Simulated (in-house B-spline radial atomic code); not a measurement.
Configurations of Pt II (Pt+), with energies counted from [Xe] 4f14 5d9. Method: Dirac-Hartree-Fock, average of configuration, Fermi nucleus of rms radius 5.427 fm. Calculated with a radial B-spline atomic code at the basis-set limit. Energies include first-order Breit, QED and recoil terms.

Occupations are held fixed; configurations that lie above the ionisation limit could autoionise.

| configuration | E - E(ref) (eV) | highest orbital | its <r> (bohr) |
| --- | --- | --- | --- |
| [Xe] 4f14 5d8 6p1 | 7.7627 | 6p3/2 | 3.836 |
| [Xe] 4f14 5d8 5f1 | 14.511 | 5f5/2 | 8.84 |
| [Xe] 4f14 5d8 5g1 | 15.762 | 5g7/2 | 13.75 |
| [Xe] 4f13 5d9 6s1 | 71.244 | 6s1/2 | 2.713 |
| [Xe] 4f13 5d9 9s1 | 85.407 | 9s1/2 | 18.42 |
| [Kr] 4d9 4f14 5s2 5p6 5d10 | 321.9 | 5d5/2 | 1.587 |

Problem. Order these further configurations by energy, lowest first.
A. [Xe] 4f14 5d8 8p1
B. [Xe] 4f14 5d8 6f1
C. [Kr] 4d10 4f14 5s2 5p5 5d9 5f1
D. [Xe] 4f13 5d9 8g1
E. [Xe] 4f13 5d9 8s1

Solution. A (15.121 eV), B (15.741 eV), C (71.804 eV), E (84.122 eV), D (86.781 eV).

Problem. How far above the reference does [Xe] 4f13 5d9 8p1 lie?

Solution. 84.797 eV; its least bound orbital is 8p3/2 with <r> = 14.22 bohr.

Problem. How far above the reference does [Kr] 4d10 4f14 5s2 5p5 5d9 9f1 lie?

Solution. 74.376 eV; its least bound orbital is 9f5/2 with <r> = 44.49 bohr.
